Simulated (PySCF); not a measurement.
## Electronic absorption of (SiH3)2PPF2

Compound: (SiH3)2PPF2, F2H6P2Si2.
SMILES: `P([SiH3])(P(F)F)[SiH3]`

Level of theory: TDDFT PBE0/def2-SVPD, vertical, gas phase, core orbitals frozen in the response (PySCF). Isolated species at its PBE0-D3(BJ)/def2-SVP geometry (one conformer only). Torsions of this conformer, `[F:1][P:2]([F:3])[P:4]([SiH3:5])[SiH3:6]`: F1–P2–P4–Si5 -143°.

```csv
state,E (eV),E (kJ/mol),λ (nm),f,"main configurations (H = HOMO, L = LUMO)"
S1,4.75,458,261.0,0.0052,H→L (98%)
S2,5.44,525,227.9,0.123,H→L+1 (83%)
S3,5.72,552,216.8,0.0008,H→L+2 (90%)
S4,5.88,568,210.8,0.024,"H-1→L (75%), H→L+3 (16%)"
S5,6.03,582,205.4,0.020,"H→L+3 (69%), H-1→L+1 (17%)"
S6,6.10,589,203.2,0.015,"H→L+4 (82%), H-1→L+1 (8%)"
```

The lowest singlet comes at 261 nm (458 kJ/mol) in the ultraviolet; it is weak; its leading configuration is HOMO→LUMO (98%). The most intense listed level is S2 at 5.44 eV (228 nm, f = 0.123), 0.69 eV above S1. Löwdin shares by element: HOMO phosphorus 75%, fluorine 12%; LUMO phosphorus 55%, fluorine 21% (atoms not listed hold the other 24%). Weighted by f, the mean energy of these states is 5.59 eV. The oscillator strengths of these states sum to 0.189; summed over the whole spectrum of an exact calculation they would give the number of electrons, 82 (Thomas–Reiche–Kuhn). Orbital energies (eV): HOMO-3 -10.11, HOMO-2 -9.00, HOMO-1 -8.37, HOMO -7.31, LUMO -1.18, LUMO+1 -0.95, LUMO+2 -0.29. Singlets were solved by full linear response.
